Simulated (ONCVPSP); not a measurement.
## Configuration tests for Te (Z = 52) (ONCV)

| Property | Result |
| --- | --- |
| Element | tellurium (Te) |
| Generator | ONCVPSP 4.0.1 |
| Type | optimised norm-conserving Vanderbilt (ONCV) |
| Functional | LDA (Perdew-Zunger) |
| Relativity | scalar-relativistic |
| Frozen core | [Kr] |
| Valence charge | 16 |
| Reference configuration | 4d10 5s2 5p3.5 (charge +0.5) |
| Partial waves | 5s: rc 1.60 bohr, ncon 5, nbas 8, qcut 3.2 1/bohr, 1 projector; 5p: rc 2.30 bohr, ncon 3, nbas 6, qcut 2.8 1/bohr, 2 projectors, debl 3.3 Ha; 4d: rc 1.35 bohr, ncon 4, nbas 9, qcut 11 1/bohr, 2 projectors, debl 0.7 Ha; f scattering state at 0.04 Ha: rc 2.30 bohr, ncon 4, nbas 7, qcut 4.2 1/bohr, 2 projectors, debl 2.5 Ha |
| Local potential | polynomial inside 0.95 bohr (lpopt 5, dvloc0 6 Ha) |
| Core correction | Teter function, fcfact 5.5, rcfact 1.2 |

In the d channel the program set the typed energies aside and used -1.692, 0.250 Ha.

Energies are relative to the spin-unpolarised reference configuration 4d10 5s2 5p3.5; without spin polarisation the order of configurations can differ from experiment.

| valence configuration | charge | ΔE all-electron (eV) | error AE − PS (meV) |
| --- | --- | --- | --- |
| 4d10 5s2 5p4 | 0 | -3.985 | +0.7 |
| 4d10 5s2 5p2 | +2 | 24.105 | -4.8 |
| 4d10 5s2 5p0 | +4 | 88.243 | -58 |

(1) What are ΔE and the potential's error for 4d10 5s2 5p3?

Levels in the configuration 4d10 5s2 5p4:

| level | all-electron (eV) | pseudo (eV) |
| --- | --- | --- |
| 4d | -41.696 | -41.712 |
| 5s | -15.361 | -15.363 |
| 5p | -6.117 | -6.117 |

Note: ghosts flagged at negative energy: s at -213.1 eV; GHOST(+) flagged for p at 34.0 eV. A true bound ghost makes a file unfit for plane-wave use.

Answers

(1) ΔE = 5.931 eV all-electron; the error (AE − PS) is -0.8 meV.
